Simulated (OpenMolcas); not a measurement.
**N I: terms and fine structure**

```
Program             : OpenMolcas
Method              : CASSCF
Basis               : ANO-RCC-VQZP [5s4p3d2f1g]
Scalar Hamiltonian  : DKH2, point nucleus
Active space        : 3 electrons in 3 orbitals (2p)
State averaging     : 2S+1 = 4 odd, 1 root; 2S+1 = 2 odd, 8 roots
Spin-orbit coupling : RASSI with atomic mean-field integrals over the reference wave functions, term energies averaged over their components
```

Spin-free terms above the lowest, with the occupations of the reference:

```csv
Configuration,Term,E (cm-1),Occupations
2s2 2p3,4S*,0.0,2p 3.00
2s2 2p3,2D*,23011,2p 3.00
2s2 2p3,2P*,37994,2p 3.00
```

With spin-orbit coupling, above the lowest level:

```json
{"Configuration": "2s2 2p3", "Term": "4S*", "J": "3/2", "E (cm-1)": "0.0", "Measured (cm-1)": "0.0", "g": "2.002", "Term weight %": "100"}
{"Configuration": "2s2 2p3", "Term": "2D*", "J": "3/2", "E (cm-1)": "23011", "Measured (cm-1)": "19233", "g": "0.800", "Term weight %": "100"}
{"Configuration": "2s2 2p3", "Term": "2D*", "J": "5/2", "E (cm-1)": "23011", "Measured (cm-1)": "19224", "g": "1.200", "Term weight %": "100"}
{"Configuration": "2s2 2p3", "Term": "2P*", "J": "1/2", "E (cm-1)": "37994", "Measured (cm-1)": "28839", "g": "0.666", "Term weight %": "100"}
{"Configuration": "2s2 2p3", "Term": "2P*", "J": "3/2", "E (cm-1)": "37994", "Measured (cm-1)": "28839", "g": "1.334", "Term weight %": "100"}
```

Against the 4 measured excited levels shown (NIST Handbook of Basic Atomic Spectroscopic Data) the mean absolute deviation is 6500 cm-1; the largest miss in energy is 2s2 2p3 2P* 3/2: computed 37994, measured 28839 cm-1 (+31.7 %).

Without dynamic correlation excited terms often stand tens of per cent too high (terms of higher spin than the ground term too low), and those without a measured partner can miss by more than the paired ones. With the s shell closed, the reference lacks s² → p² mixing. Computed and measured levels are paired by configuration, term and J; levels that our copy of the source lacks, or whose pairing is in doubt (as where it misses far off the trend of its configuration), stay unpaired and out of the deviations. Levels of configurations outside the active space are missing.

The term weight is that of the spin-free term in the level, not the purity of its configuration. * marks odd parity.
